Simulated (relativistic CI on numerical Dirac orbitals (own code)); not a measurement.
## Hg LI: q coefficients and field-shift factors

Calculated at this level of theory: Dirac-Coulomb-Breit CI, KLI orbitals optimised for each configuration, derivatives by finite differences, unscaled Slater integrals, QED left out (own radial code, finite nucleus).

CI space (outside the closed core [Ar] 3d10): 4s2, 4s 4p, 4p2, 4s 4d, 4s 4f, 4d2, 4p 4d, 4f2. Levels of other configurations are missing.

With x = (α/α₀)² − 1 an excitation energy changes as ω = ω₀ + qx; K = 2q/ω₀ is the relative enhancement. Terms are leading LS components, so labels can repeat. The field-shift factor is F = δν/δ⟨r²⟩ for the transition from the lowest level.

Lowest level 4s2 1S_0.

| Level | ω₀ (cm⁻¹) | q (cm⁻¹) | K | F (GHz/fm²) |
| --- | --- | --- | --- | --- |
| 4s 4p 3P°_0 | 818891 | 172700 | 0.422 | -3860 |
| 4s 4p 3P°_1 | 887870 | 190100 | 0.428 | -3880 |
| 4p2 3P_0 | 1873272 | 375000 | 0.4 | -7770 |
| 4s 4p 3P°_2 | 2038064 | 1.71e+06 | 1.68 | -4190 |
| 4s 4p 1P°_1 | 2200123 | 1.707e+06 | 1.55 | -4200 |
| 4p2 3P_1 | 3032743 | 1.9e+06 | 1.25 | -8110 |
| 4p2 1D_2 | 3044167 | 1.895e+06 | 1.24 | -7920 |
| 4s 4d 3D_1 | 3498037 | 1.782e+06 | 1.02 | -4170 |
| 4s 4d 3D_2 | 3537827 | 1.807e+06 | 1.02 | -4270 |
| 4s 4d 3D_3 | 3754132 | 2.047e+06 | 1.09 | -4160 |
| 4s 4d 1D_2 | 3829484 | 2.101e+06 | 1.1 | -4450 |
| 4p2 3P_2 | 4295423 | 3.366e+06 | 1.57 | -8240 |
| 4p 4d 3F°_2 | 4358236 | 1.964e+06 | 0.901 | -8080 |
| 4p2 1S_0 | 4359617 | 3.427e+06 | 1.57 | -8410 |
| 4p 4d 3D°_1 | 4525237 | 1.98e+06 | 0.875 | -8090 |
| 4p 4d 3F°_3 | 4704862 | 2.246e+06 | 0.955 | -8010 |
| 4p 4d 3P°_2 | 4705609 | 2.238e+06 | 0.951 | -8080 |
| 4s 4f 3F°_3 | 5266116 | 2.11e+06 | 0.801 | -4320 |
| 4s 4f 3F°_2 | 5272489 | 2.048e+06 | 0.777 | -4160 |
| 4s 4f 3F°_4 | 5331699 | 2.131e+06 | 0.8 | -4180 |
| 4s 4f 1F°_3 | 5368418 | 2.179e+06 | 0.812 | -4370 |
| 4p 4d 3D°_2 | 5648346 | 3.5e+06 | 1.24 | -8390 |
| 4p 4d 3P°_0 | 5679023 | 3.505e+06 | 1.23 | -8410 |

At this charge energies of transitions that change n are usually good to better than 1 %, and those within a shell (Δn = 0) to a few per cent.
